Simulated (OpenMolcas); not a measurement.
Yb3+ with 6 ligands (bromide) in octahedral coordination (Oh) at 2.78 Å. A charge of +0.5 e stands 2.6 Å behind each ligand. Ligand basis ANO-RCC-VDZP.

```
Program             : OpenMolcas
Method              : SS-CASPT2, IPEA 0.25 Eh, imaginary shift 0.1 Eh (closed shells correlated: 5s 5p and the ligand valence shells)
Basis               : ANO-RCC-VDZP [7s6p4d2f1g]
Scalar Hamiltonian  : DKH2, point nucleus
Active space        : 13 electrons in 7 orbitals (4f)
State averaging     : 2S+1 = 2 odd, 7 roots
Spin-orbit coupling : RASSI with atomic mean-field integrals over the reference wave functions
```

(1) What is the spin-free ground state (labels of O, the rotations of Oh)?

(2) Where is the first state of the same spin?

(3) What are the lowest two levels with spin-orbit coupling?

(4) What is χT at 300 K, and how does it compare with the textbook value?

## Answers

(1) 2T1, 3-fold in its orbital part; it has the highest spin that f13 allows.

(2) 2T2 at 246 cm-1 above the ground state.

(3) A 2-fold level Γ6 with g = 2.66, 2.66, 2.66, then a 4-fold level Γ8 150 cm-1 above it. Their leading multiplicities are 2 (100 %) and 2 (100 %).

(4) Hund's rules give f13 the level 2F7/2 with g = 1.143, so an isolated free-ion multiplet has χT = g² J(J+1) / 8 = 2.571 cm3 K/mol. The computed 2.481 at 300 K differs by -4 %, through the field's splitting, the mixing of terms and any other multiplet in reach.

Roots that are degenerate in the reference are averaged as groups; the widest CASPT2 spread within a group is 39 cm-1 (the 3-fold group of multiplicity 2 near 246 cm-1 above the lowest state of its run). Shifts and gaps below about the spread of the groups concerned are not significant. Over all roots computed the reference weight is 0.67; a low but even weight reflects the number of correlated electrons. Splittings of an f shell from a small cluster at a set distance can be off by tens of per cent, mostly too small. No measured value stands beside these numbers; the geometry is a model, was not optimised and need not be the one that this ion takes.
